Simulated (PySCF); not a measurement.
PySCF input for fluoromethyl(silyloxy)silane (CH7FOSi2), SMILES FC[SiH2]O[SiH3], B3LYP/pcSseg-1. Coordinates come from a B3LYP-D3(BJ)/def2-SVP optimisation. One conformer was computed; it need not be the lowest.

```python
import numpy as np
from pyscf import gto, scf, dft
from pyscf.prop.nmr import rks as nmr

mol = gto.M(
    atom='''
    F    -3.13940269    0.12262523    0.01516417
    C    -1.94551513   -0.59561492    0.04379589
    Si   -0.51111096    0.64191907   -0.03398728
    O     0.89614986   -0.23821850    0.00142041
    Si    2.55501743   -0.29620829    0.00370992
    H    -1.92268019   -1.29628769   -0.81051207
    H    -1.90812842   -1.20125527    0.96743717
    H    -0.58459307    1.56242325    1.13512865
    H    -0.60456920    1.43267855   -1.29309883
    H     3.09578831    0.44830970    1.17786687
    H     3.09426901    0.31135996   -1.24739300
    H     2.97373915   -1.72136923    0.08383799
    ''',
    basis='pcSseg-1',
    charge=0,
    spin=0,
    max_memory=1600,
    verbose=3,
)
mf = dft.RKS(mol, xc='b3lyp')
mf.grids.level = 3
mf.conv_tol = 1e-10
mf.max_cycle = 100
mf.kernel()
n = nmr.NMR(mf)
n.verbose = 2
n.max_cycle_cphf = 60
sigma = n.kernel()
print('atom   isotropic/ppm   span/ppm')
for i, s in enumerate(sigma):
    w = np.linalg.eigvalsh((s + s.T) / 2)
    print(f'{mol.atom_symbol(i):2s}{i + 1:3d} {w.mean():14.3f} {w[2] - w[0]:11.3f}')
```

Program output:

```
converged SCF energy = -796.441431725587
atom   isotropic/ppm   span/ppm
F   1        479.713      83.706
C   2        102.086     124.568
Si  3        368.555      79.744
O   4        324.415      98.662
Si  5        380.481     121.950
H   6         26.748       7.154
H   7         26.750       7.155
H   8         26.485       7.306
H   9         26.485       7.322
H  10         26.427       7.850
H  11         26.427       7.866
H  12         26.560       8.103
```

The calculation finished and met its thresholds.
